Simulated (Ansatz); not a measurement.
Scan of H₃Al, singlet: map of symmetric stretch and umbrella angle. Scanned: Al-H bond length and angle between the Al-H bonds and the threefold axis (90 = planar).

Cartesian coordinates as functions of the variables (Å; names that start with a are angles):
```
Al  0  0  0
H  r*sin(a)*cos(0*2*pi/3+0)  r*sin(a)*sin(0*2*pi/3+0)  0+r*cos(a)
H  r*sin(a)*cos(1*2*pi/3+0)  r*sin(a)*sin(1*2*pi/3+0)  0+r*cos(a)
H  r*sin(a)*cos(2*2*pi/3+0)  r*sin(a)*sin(2*2*pi/3+0)  0+r*cos(a)
```

Level of theory: Ansatz (an electronic-structure program) with RHF/def2-SVP.

Energy in kcal/mol above the lowest grid point; x is the Al-H bond length (Å), y the angle between the Al-H bonds and the threefold axis (90 = planar) (°).

```
y \ x    1.39   1.46  1.52  1.61  1.67  1.76   1.84   1.88   1.98
------  -----  -----  ----  ----  ----  ----  -----  -----  -----
130     119.7  101.9  92.9  87.9  88.9  95.2  104.2  109.7  125.1
126.37  102.2   84.7  76.1  71.7  73.1  79.9   89.6   95.3  111.5
121.51   81.8   64.8  56.6  52.9  54.8  62.4   72.8   78.8   96.0
117.39   67.2   50.5  42.7  39.5  41.7  49.9   60.8   67.2   84.9
114.50   58.3   41.9  34.2  31.3  33.8  42.4   53.6   60.1   78.3
110.99   49.0   32.8  25.4  22.8  25.5  34.5   46.0   52.7   71.3
105.01   36.7   20.8  13.6  11.6  14.6  24.0   36.0   42.9   62.1
102.26   32.4   16.6   9.6   7.7  10.8  20.4   32.6   39.6   59.0
97.53    27.2   11.5   4.6   2.9   6.2  16.0   28.3   35.4   55.1
93.22    24.6    9.0   2.1   0.5   3.9  13.8   26.2   33.4   53.1
90       24.0    8.4   1.6   0.0   3.4  13.3   25.8   32.9   52.7
```

Points that lie below all their neighbours on the grid: x = 1.61, y = 90 on the edge of the grid (0.0 kcal/mol).
